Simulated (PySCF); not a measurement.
B2H9N2P.
Bonds: P1–B2, B2–N3, N3–B4, B4–N5, B2–N5. Hydrogens: H6, H7 on P1; H8 on B2; H9, H10 on N3; H11, H12 on B4; H13, H14 on N5.

The closed-shell SCF was solved with PySCF and density fitting under several settings on one GFN2-xTB geometry (grid level 2 and gas phase unless stated).

```csv
settings,basis functions,SCF cycles,E (Eh),HOMO (eV),LUMO (eV),dipole (D)
"PW91/pcseg-1, start guess huckel, fitting basis def2-universal-jkfit",119,12,-505.9218,-5.54,-0.43,1.47
"B97-2/pcSseg-1, grid level 4",137,12,-505.9878,-6.41,0.56,1.52
```

**Question.** Estimate the row for these settings: PBE0/6-31G*.

**Answer.** 
```csv
settings,basis functions,SCF cycles,E (Eh),HOMO (eV),LUMO (eV),dipole (D)
PBE0/6-31G*,92,12,-505.6961,-6.44,1.25,1.65
```

**Question.** Over all rows, what range does the HOMO–LUMO gap span?

**Answer.** From 5.11 eV (PW91/pcseg-1, start guess huckel, fitting basis def2-universal-jkfit) to 7.69 eV (PBE0/6-31G*). The functional of the narrowest has no exact exchange, that of the widest 25 % exact exchange.

**Question.** And the dipole moment?

**Answer.** From 1.47 D (PW91/pcseg-1, start guess huckel, fitting basis def2-universal-jkfit) to 1.65 D (PBE0/6-31G*); the largest is 1.12 times the smallest, and the median is 1.52 D.

Cycle counts include a coarse-grid stage where the run had one. All basis functions are spherical, in the Pople sets too.

Conformer computed: `[PH2:1][BH-:2]1[NH2+:3][BH2-:4][NH2+:5]1`: H–P1–B2–N3 56°, H–P1–B2–N3 -37°.

One conformer stands for the species.
